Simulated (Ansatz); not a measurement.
One change: `[O]=[Mo]([OH])([F])([Cl])[Cl]` becomes `[O]=[Mo]([OH])([OH])([Cl])[Cl]`.

Ansatz, PBE0-D4/def2-TZVP geometries, multiplicity 1. Each molecule was computed in one conformer, which needn't be the lowest.

Elements past krypton have def2 core potentials.

```tsv
property	`[O]=[Mo]([OH])([F])([Cl])[Cl]`
size of the dipole moment (PBE/def2-TZVPP) / D	2.51
LUMO energy (B3LYP/def2-TZVPP) / eV	-4.90
size of the dipole moment (B3LYP/def2-TZVPP) / D	2.50
LUMO energy (ωB97M-V/def2-TZVPP) / eV	-2.64
HOMO–LUMO gap (PBE0/def2-TZVPP) / eV	4.21
LUMO energy (PBE0/def2-TZVPP) / eV	-4.71
```

Problem. Give the same properties after the change, and the shifts. (Best estimate.)

Solution. The calculation gave: 
```csv
property,`[O]=[Mo]([OH])([OH])([Cl])[Cl]`,shift
size of the dipole moment (PBE/def2-TZVPP) / D,1.82,-0.69
LUMO energy (B3LYP/def2-TZVPP) / eV,-4.24,0.66
size of the dipole moment (B3LYP/def2-TZVPP) / D,1.91,-0.59
LUMO energy (ωB97M-V/def2-TZVPP) / eV,-1.95,0.69
HOMO–LUMO gap (PBE0/def2-TZVPP) / eV,4.80,0.59
LUMO energy (PBE0/def2-TZVPP) / eV,-4.04,0.67
```

With PBE0 the HOMO rises by 0.09 eV and the LUMO rises by 0.67 eV, so the gap widens by about 0.58 eV. PBE moves the HOMO by 0.14 eV and ωB97M-V by -0.01 eV. Dipoles are sizes alone; their direction can turn.

B3LYP here is the variant with VWN-RPA as its local correlation; programs differ in this.
